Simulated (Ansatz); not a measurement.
Consider the ligand exchange at a Zr–S bond: `[F][Zr]([SH])([Cl])[Cl]` + NH₃ → `[NH2][Zr]([F])([Cl])[Cl]` + H₂S.

Computed with Ansatz on PBE0-D4/def2-TZVP structures; ΔE is electronic, products minus reactants. CCSD(T)/CBS is the MP2 limit (def2-TZVPP, def2-QZVPP) plus CCSD(T) − MP2 in def2-TZVPP, frozen cores. This one scheme is used for every species. Functionals use def2-TZVPP. Elements past krypton have def2 core potentials. For Zr outer-core shells are correlated without core-valence functions, which leaves a few kJ/mol of doubt a bond. One conformer a species, not always the lowest.

| species | ωB97X-V energy (Eh) |
| --- | --- |
| `[F][Zr]([SH])([Cl])[Cl]` | -1466.21792 |
| NH₃ | -56.56247 |
| `[NH2][Zr]([F])([Cl])[Cl]` | -1123.43255 |
| H₂S | -399.34253 |

**Question.** Work out ΔE.

**Answer.** ΔE = (-1123.43255) + (-399.34253) − (-1466.21792) − (-56.56247) = 0.00531 Eh = +0.14 eV. CCSD(T)/CBS gives +0.22 eV.

Largest T1 diagnostic among the species: 0.017.

At CCSD(T), def2-SVP lies −0.14 eV from the extrapolated value and def2-TZVPP −0.02 eV. In def2-TZVPP, CCSD(T) changes the Hartree–Fock value by +0.08 eV (the triples alone add +0.04 eV) and MP2 by +0.13 eV.
